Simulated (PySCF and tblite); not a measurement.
Results of a calculation; reference values are marked as such.
Dynamics report: rearrangement

System: C₃H₄O₂Si, numbered as in [CH:1]#[C:2][C:3](=[O:4])[O:5][SiH3:6].

Motion: shift of Si6 from O5 to O4. The path came from a restrained scan, a climbing-image band and a saddle search at GFN2-xTB; energies are PBE/pcSseg-1 + D3(BJ)//B3LYP-D3(BJ)/def2-SVP, thermal terms GFN2-xTB. Rate constants are transition-state-theory values, counting equivalent paths, without tunnelling. Run with tblite and PySCF.

```tsv
point	symmetry	E(GFN2) kcal/mol	E(DFT) kcal/mol	ZPE change kcal/mol	lowest mode cm⁻¹	dipole D
start	Cs	0.0	0.0	0.00	83	1.63
saddle	Cs	13.5	12.0	0.18	331i	2.37
end	Cs	0.0	0.0	0.00	83	1.63
```

```json
{
 "Electronic barrier": "12.0 kcal/mol",
 "Barrier with zero-point energy": "12.2 kcal/mol",
 "ΔH‡ (298 K)": "11.6 kcal/mol",
 "ΔS‡ (298 K, symmetry apart)": "-4.2 cal/(mol K)",
 "Paths": "2 equivalent paths",
 "End point": "the same structure with atoms interchanged, or its mirror image",
 "Mean lifetime of the start against this motion at 298 K": "220 µs",
 "Cost": "97 s on 1 thread of Arm Neoverse V1 (shared host) (rough), peak memory 0.63 GiB, launched as `OMP_NUM_THREADS=1 python ens_run.py task.json out`"
}
```

```json
{"T/K": "150", "ΔG‡ kcal/mol": "12.4", "k s⁻¹": "4.8×10⁻⁶"}
{"T/K": "200", "ΔG‡ kcal/mol": "12.6", "k s⁻¹": "0.15"}
{"T/K": "250", "ΔG‡ kcal/mol": "12.7", "k s⁻¹": "79"}
{"T/K": "298", "ΔG‡ kcal/mol": "12.9", "k s⁻¹": "4550"}
{"T/K": "350", "ΔG‡ kcal/mol": "13.1", "k s⁻¹": "1×10⁵"}
{"T/K": "400", "ΔG‡ kcal/mol": "13.2", "k s⁻¹": "9.8×10⁵"}
{"T/K": "500", "ΔG‡ kcal/mol": "13.6", "k s⁻¹": "2.3×10⁷"}
```

ΔG and ΔG‡ leave out symmetry numbers and mirror images; rates count paths: 2 out.
